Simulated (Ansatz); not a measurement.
C₄H₄Si⁺, that is Si(CCH)2H2 with one electron fewer. Total charge 1; doublet. Geometry PBE0-D4/def2-SVP, that of the neutral singlet; atoms count from 1.

```xyz
9

Si   -0.9375   -0.1699   -0.0522
C     0.3056   -0.7442   -1.2702
C     1.1242   -1.1293   -2.0833
H     1.8494   -1.4692   -2.8017
C    -0.1124    0.7791    1.2810
C     0.4271    1.4103    2.1697
H     0.9056    1.9684    2.9552
H    -1.6306   -1.3490    0.5382
H    -1.9314    0.7037   -0.7367
```

Q: Estimate the Mulliken populations from the PBE0/def2-TZVP orbitals of Ansatz.

A: 
```tsv
atom	charge (e)	spin (α − β)
Si1	0.37	-0.03
C2	-0.08	0.16
C3	0.02	0.25
H4	0.25	-0.01
C5	-0.08	0.16
C6	0.02	0.25
H7	0.25	-0.01
H8	0.12	0.10
H9	0.12	0.10
```
Mulliken values depend strongly on the basis.

Q: Where does the spin sit?

A: Summed by element: Si -0.03, C 0.84, H 0.19, of 1 unpaired in all. Largest on single atoms: C6 0.25, C3 0.25, C5 0.16.

Q: And the Mayer bond orders between heavy atoms (over 0.3)?

A: Si1–C2 1.02 (1.83 Å); Si1–C5 1.02 (1.83 Å); C2–C3 2.39 (1.22 Å); C5–C6 2.39 (1.22 Å).
